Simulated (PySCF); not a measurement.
Ga⁻ (gallium, charge -1): UHF calculation

Configuration: [Ar] 3d10 4s2 4p2, high-spin 3P determinant. All numbers are calculated (PySCF 2.14, a scalar-relativistic core potential, in aug-cc-pVQZ-PP with ECP10MDF (7s6p5d3f2g, 89 functions)).

```json
{"Total energy": "-258.300850 hartree", "One-electron energy": "-467.2501 hartree", "Hartree (Coulomb) energy": "230.7935 hartree", "Exchange energy": "-21.8443 hartree", "⟨S²⟩": "2.0131", "⟨L²⟩": "2.028", "Sum of ⟨r⟩": "27.64 bohr", "Sum of ⟨r²⟩": "83.05 bohr²", "Traceless quadrupole moment −½Σ⟨3z² − r²⟩ along its main axis": "11.3 e·bohr²"}
```

```tsv
shell	electrons	mean orbital energy (hartree)	spread (hartree)	rms radius, mean of both spins (bohr)
3s α	1	-6.39928	0	0.701
3s β	1	-6.39914	0	0.701
3p α	3	-4.38134	0.00095	0.739
3p β	3	-4.38002	0.00675	0.739
3d α	5	-0.97362	0.00482	0.894
3d β	5	-0.97320	0.00704	0.894
4s α	1	-0.28957	0	2.78
4s β	1	-0.20752	0	2.78
4p α	2	-0.01896	0.00002	5.26
```

Energies and moments cover only the electrons outside the core potential.
